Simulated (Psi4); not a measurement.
H₆AgN₂ (SMILES [NH3]->[Ag+]<-[NH3]), charge +1, singlet, at a GFN2-xTB geometry (such geometries of metal compounds can be far from the true shape) (core potentials on Ag); TPSS/def2-SVP (Psi4).

The Psi4 input:
```
memory 2 GB

molecule {
1 1
Ag   -0.00000000   -0.00000000    0.00000000
N    -1.24067725   -0.67082294    1.77286030
H    -1.65718678    0.11188149    2.27566513
H    -0.69325101   -1.19150804    2.45706103
H    -2.01203145   -1.27912100    1.50100505
N     1.24067725    0.67082294   -1.77286030
H     0.99615131    1.60911881   -2.08706888
H     1.12783478    0.06007285   -2.58104964
H     2.23848315    0.68955590   -1.56561269
}

set {
  basis def2-svp
}

energy('tpss')
print_variables()
```

It wrote (shortened):

```
   => Loading Basis Set <=

    Name: DEF2-SVP
    Role: ORBITAL
    Keyword: BASIS

    !!!  WARNING: ECP capability is in beta. Please check occupations closely.  !!!

         ---------------------------------------------------------
                                   SCF
               by Justin Turney, Rob Parrish, Andy Simmonett
                          and Daniel G. A. Smith
                              RKS Reference
         ---------------------------------------------------------

  ==> Geometry <==

    Molecular point group: c2
    Full point group: D1

    Geometry (in Angstrom), charge = 1, multiplicity = 1:

       Center              X                  Y                   Z               Mass
    ------------   -----------------  -----------------  -----------------  -----------------
         AG          -0.000000000000     0.000000000000    -0.000000000066   106.905091600000
         N            1.398710694714     1.782112648321    -0.000000000066    14.003074004430
         H            1.506879024360     2.192751301336     0.926603808299     1.007825032230
         H            1.074381182070     2.532201986630    -0.609176045584     1.007825032230
         H            2.336886215060     1.541311027675    -0.317427758272     1.007825032230
         N           -1.398710694714    -1.782112648321    -0.000000000066    14.003074004430
         H           -1.506879024360    -2.192751301336     0.926603808299     1.007825032230
         H           -1.074381182070    -2.532201986630    -0.609176045584     1.007825032230
         H           -2.336886215060    -1.541311027675    -0.317427758272     1.007825032230

  Running in c2 symmetry.

  Rotational constants: A =      3.14306  B =      0.08917  C =      0.08917 [cm^-1]
  Rotational constants: A =  94226.56525  B =   2673.22755  C =   2673.22755 [MHz]
  Nuclear repulsion =  118.327009119417724

  Charge       = 1
  Multiplicity = 1
  Electrons    = 38
  Nalpha       = 19
  Nbeta        = 19

  ==> Algorithm <==

  SCF Algorithm Type is DF.
  DIIS enabled.
  MOM disabled.
  Fractional occupation disabled.
  Guess Type is SAD.
  Energy threshold   = 1.00e-06
  Density threshold  = 1.00e-06
  Integral threshold = 1.00e-12

  ==> Primary Basis <==

  Basis Set: DEF2-SVP
    Blend: DEF2-SVP
    Number of shells: 41
    Number of basis functions: 89
    Number of Cartesian functions: 96
    Spherical Harmonics?: true
    Max angular momentum: 3

  Core potential: DEF2-SVP
    Number of shells: 4
    Number of ECP primitives: 14
    Number of ECP core electrons: 28
    Max angular momentum: 3

  ==> DFT Potential <==

   => LibXC <=

    Version 7.1.2
    S. Lehtola, C. Steigemann, M. J. T. Oliveira, and M. A. L. Marques,  SoftwareX 7, 1–5 (2018) (10.1016/j.softx.2017.11.002)

   => Composite Functional: TPSS <=

    TPSS Meta-GGA XC Functional

    J. Tao, et al., Phys. Rev. Lett., 91, 146401, 2003

    Deriv               =              1
    GGA                 =           TRUE
    Meta                =           TRUE

    Exchange Hybrid     =          FALSE
    MP2 Hybrid          =          FALSE

   => Exchange Functionals <=

    1.0000   XC_MGGA_X_TPSS

   => Correlation Functionals <=

    1.0000   XC_MGGA_C_TPSS

   => LibXC Density Thresholds  <==

    XC_MGGA_C_TPSS:  1.00E-15
    XC_MGGA_X_TPSS:  1.00E-15

   => Molecular Quadrature <=

    Radial Scheme          =       TREUTLER
    Pruning Scheme         =           NONE
    Nuclear Scheme         =       TREUTLER

    Blocking Scheme        =         OCTREE
    BS radius alpha        =              1
    Pruning alpha          =              1
    Radial Points          =             75
    Spherical Points       =            302
    Total Points           =         195534
    Total Blocks           =           1497
    Max Points             =            256
    Max Functions          =             88
    Weights Tolerance      =       1.00E-15

   => Loading Basis Set <=

[...]
  Using in-core AOs.

  ==> MemDFJK: Density-Fitted J/K Matrices <==

    J tasked:                   Yes
    K tasked:                    No
    wK tasked:                   No
    Algorithm:                 Core
    Schwarz Cutoff:           1E-12
    Mask sparsity (%):       9.6957
    Fitting Condition:        1E-10

   => Auxiliary Basis Set <=

  Basis Set: (DEF2-SVP AUX)
    Blend: DEF2-UNIVERSAL-JKFIT
    Number of shells: 135
    Number of basis functions: 517
    Number of Cartesian functions: 690
    Spherical Harmonics?: true
    Max angular momentum: 6

  Minimum eigenvalue in the overlap matrix is 1.2943159039E-02.
  Reciprocal condition number of the overlap matrix is 2.5158297804E-03.
    Using symmetric orthogonalization.

  ==> Pre-Iterations <==

  SCF Guess: Superposition of Atomic Densities via on-the-fly atomic UHF (no occupation information).

   -------------------------
    Irrep   Nso     Nmo
   -------------------------
     A         46      46
     B         43      43
   -------------------------
    Total      89      89
   -------------------------

  ==> Iterations <==

                           Total Energy        Delta E     RMS |[F,P]|

   @DF-RKS iter SAD:  -259.16199531165978   -2.59162e+02   0.00000e+00
   @DF-RKS iter   1:  -259.33502775746899   -1.73032e-01   1.61562e-02 ADIIS/DIIS
   @DF-RKS iter   2:  -258.30040523435662    1.03462e+00   2.62781e-02 ADIIS/DIIS
   @DF-RKS iter   3:  -259.78010383608910   -1.47970e+00   1.47649e-03 ADIIS/DIIS
   @DF-RKS iter   4:  -259.77991668152526    1.87155e-04   1.43971e-03 ADIIS/DIIS
   @DF-RKS iter   5:  -259.78388264460045   -3.96596e-03   1.05926e-04 ADIIS/DIIS
   @DF-RKS iter   6:  -259.78390654950783   -2.39049e-05   1.01837e-05 DIIS
   @DF-RKS iter   7:  -259.78390683298977   -2.83482e-07   1.67092e-06 DIIS
   @DF-RKS iter   8:  -259.78390683787433   -4.88455e-09   2.16678e-07 DIIS
  Energy and wave function converged.

  ==> Post-Iterations <==

   Electrons on quadrature grid:
      Ntotal   =   37.9999929843 ; deviation = -7.016e-06

    Orbital Energies [Eh]
    ---------------------

    Doubly Occupied:

[...]
      10A     -0.402022

    Virtual:

[...]
      46A     53.702520

    Final Occupation by Irrep:
              A     B
    DOCC [    10,    9 ]
    NA   [    10,    9 ]
    NB   [    10,    9 ]

  @DF-RKS Final Energy:  -259.78390683787433

   => Energetics <=

    Nuclear Repulsion Energy =            118.3270091194177240
    One-Electron Energy =                -641.1577709549246720
    Two-Electron Energy =                 292.9198003829995969
    DFT Exchange-Correlation Energy =     -29.8729453853670179
    Empirical Dispersion Energy =           0.0000000000000000
    VV10 Nonlocal Energy =                  0.0000000000000000
    Total Energy =                       -259.7839068378743264

Computation Completed

Properties will be evaluated at   0.000000,   0.000000,   0.000000 [a0]

Properties computed using the SCF density matrix

 Multipole Moments:

 ------------------------------------------------------------------------------------
     Multipole            Electronic (a.u.)      Nuclear  (a.u.)        Total (a.u.)
 ------------------------------------------------------------------------------------

 L = 1.  Multiply by 2.5417464519 to convert [e a0] to [Debye]
 Dipole X            :          0.0000000           -0.0000000           -0.0000000
 Dipole Y            :          0.0000000            0.0000000            0.0000000
 Dipole Z            :         -0.0000022            0.0000000           -0.0000022
 Magnitude           :                                                    0.0000022

 ------------------------------------------------------------------------------------

  Variable Map:
  ----------------------------------------------------------------------------
[...]
  Array Variable Map:
  ----------------------------------------------------------------------------
[...]
[...]
```
